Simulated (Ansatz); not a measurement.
Compare A (`CCB(N)N`) with its isomer B (`NBCCN`).

Computed with Ansatz on PBE0-D4/def2-TZVP structures; ΔE is electronic, products minus reactants. CBS: MP2 limit from def2 TZ/QZ plus the TZ coupled-cluster correction, frozen cores. DFT in def2-TZVPP. B3LYP here is the variant with VWN-RPA as its local correlation; programs differ in this. Each species was taken in one conformer, which may not be the lowest.

A:

Z-matrix (Å, degrees):
```
C
C 1 1.531
H 1 1.093 2 111.2
H 1 1.094 2 112.0 3 -120.4
H 1 1.093 2 111.3 3 119.2
B 2 1.586 1 112.1 3 -59.6
H 2 1.096 1 109.2 3 178.0
H 2 1.096 1 109.2 3 62.8
N 6 1.415 2 119.7 1 90.7
N 6 1.416 2 119.7 1 -87.1
H 9 1.003 6 122.0 2 2.7
H 9 1.004 6 124.5 2 -176.8
H 10 1.003 6 122.0 2 -2.6
H 10 1.004 6 124.5 2 176.7
```

B:

Z-matrix (Å, degrees):
```
C
B 1 1.576
C 1 1.521 2 111.5
H 1 1.098 2 108.7 3 120.0
H 1 1.099 2 112.1 3 -123.4
N 2 1.391 1 122.2 3 134.7
H 2 1.202 1 120.2 3 -48.1
N 3 1.457 1 109.3 2 -57.1
H 3 1.095 1 109.0 2 60.2
H 3 1.101 1 110.5 2 177.3
H 6 1.005 2 123.1 1 178.7
H 6 1.006 2 123.2 1 -3.1
H 8 1.012 3 111.3 1 178.6
H 8 1.013 3 110.2 1 -62.9
```

Problem. Which is lower in electronic energy at CCSD(T)/CBS, and by how much? (Estimate.)

Solution. The calculation gave: A, by 155.0 kJ/mol.

Problem. Give E(B) − E(A) in kJ/mol with B3LYP-D4, PBE-D4, MP2/def2-TZVPP, CCSD/def2-TZVPP, HF/def2-TZVPP, B3LYP, r2SCAN-D4. (Best estimate.)

Solution. The calculation gave: B3LYP-D4 156.1, PBE-D4 151.9, MP2/def2-TZVPP 157.3, CCSD/def2-TZVPP 153.4, HF/def2-TZVPP 155.5, B3LYP 155.5, r2SCAN-D4 158.1. None reverses the order clearly.

Largest T1 diagnostic: 0.011.
